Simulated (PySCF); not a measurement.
CH₅NOTe, SMILES CO[Te]N.

The structure is a stationary point at B3LYP-D3(BJ)/def2-SVP. This is a generated structure with no PubChem entry under its InChIKey; it may be hypothetical. The def2 effective core potentials stand for the cores of Te; spin–orbit coupling is left out. One conformer was computed; it need not be the lowest.

The numbers are results of PBE0/def2-TZVP (PySCF), not measurements.

Isolated molecule, no solvent.

Task: Estimate the frontier levels, gap, dipole moment and polarisability. (Estimate from the structure and the level; the computed values follow.)

Result: 
```json
{
 "highest_occupied_level": "-6.15 eV",
 "lowest_empty_level": "-1.25 eV",
 "orbital_gap": "4.90 eV",
 "dipole_moment": "1.55 D",
 "quadrupole, principal values (traceless, Buckingham form, about the centre of nuclear charge)": "-7.10, 0.62, 6.48 D·Å",
 "mean_static_polarisability": "61.5 bohr³ (9.12 Å³)",
 "polarisability_principal_values": "48.1, 60.8, 75.7 bohr³"
}
```
